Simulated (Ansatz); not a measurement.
```yaml
crystal:
  periodic: [false, false, false]
  atoms:
    - {symbol: F, position_ang: [-0.943611, 1.110211, -0.770172]}
    - {symbol: C, position_ang: [0.374358, 0.578563, -0.838203]}
    - {symbol: C, position_ang: [0.543056, -0.508110, 0.183702]}
    - {symbol: Zn, position_ang: [-1.111359, -0.504966, 1.254952]}
    - {symbol: H, position_ang: [0.488794, 0.235923, -1.868716]}
    - {symbol: H, position_ang: [1.036681, 1.429701, -0.668190]}
    - {symbol: H, position_ang: [0.668878, -1.491079, -0.276575]}
    - {symbol: H, position_ang: [1.406495, -0.332469, 0.829160]}
    - {symbol: H, position_ang: [-2.374793, -0.564072, 2.136841]}
basis:
  gaussian: {orbitals: "6-31G*"}
total_charge: 3
magnetization: {spin_polarized: true, initial_magnetization: 1}
hamiltonian: {xc: {name: wB97}}
output: {forces: true}
```

```sh
$ ansatz run in.yaml --threads 4 --pin off --events-out ev --progress --plain --max-ram 10444MiB
```

It prints (some lines left out):

```
Functional definition: wB97
1068 factors; their error is unknown
291 factors; integrals over basis functions are off by at most 1.1e-3 eV
mean field evaluation 1: about -53168.5735 eV, gradient 1.2e2 eV
mean field evaluation 2: about -52684.7927 eV, gradient 2.4e2 eV
mean field evaluation 4: about -53205.4372 eV, gradient 7.3e1 eV
mean field evaluation 8: about -53235.7420 eV, gradient 2.0e0 eV
mean field evaluation 16: about -53235.8206 eV, gradient 4.3e-2 eV
mean field evaluation 32: about -53235.8207 eV, gradient 6.7e-5 eV
mean field -53235.82073599 eV, -1956.3803275125 hartree, gradient 4.3e-5 eV, S^2 1.701168; 10 other end points of the search recorded, 0 dependent functions left out
reference -53235.82072353 eV, -1956.3803270544 hartree; 27, 26 occupied and 64, 65 virtual orbitals, 1068 factors
Total energy: -53235.82072353 eV, -1956.3803270544 hartree
Atom 0 at    -0.943611     1.110211    -0.770172 Å, force     2.418964    -0.704299    -0.290756 eV/Å
Atom 1 at     0.374358     0.578563    -0.838203 Å, force    -4.877601    -0.899272     2.890275 eV/Å
Atom 2 at     0.543056    -0.508110     0.183702 Å, force     2.487483     0.965357    -2.544843 eV/Å
Atom 3 at    -1.111359    -0.504966     1.254952 Å, force     0.430200    -0.283096    -0.027855 eV/Å
Atom 4 at     0.488794     0.235923    -1.868716 Å, force     0.774939     0.142142    -2.464513 eV/Å
Atom 5 at     1.036681     1.429701    -0.668190 Å, force     1.586548     2.066860    -0.705074 eV/Å
Atom 6 at     0.668878    -1.491079    -0.276575 Å, force    -0.635788    -1.305548    -0.037895 eV/Å
Atom 7 at     1.406495    -0.332469     0.829160 Å, force     0.293607     0.163597     1.413924 eV/Å
Atom 8 at    -2.374793    -0.564072     2.136841 Å, force    -2.478351    -0.145741     1.766736 eV/Å
Dipole moment:     0.648461    -0.154582    -0.143174 e Å
```

Problem. What is wrong with this run?

Solution. The charge is far from anything that the molecule holds. Self-consistency was reached. The result belongs to that input, not to the molecule as meant.
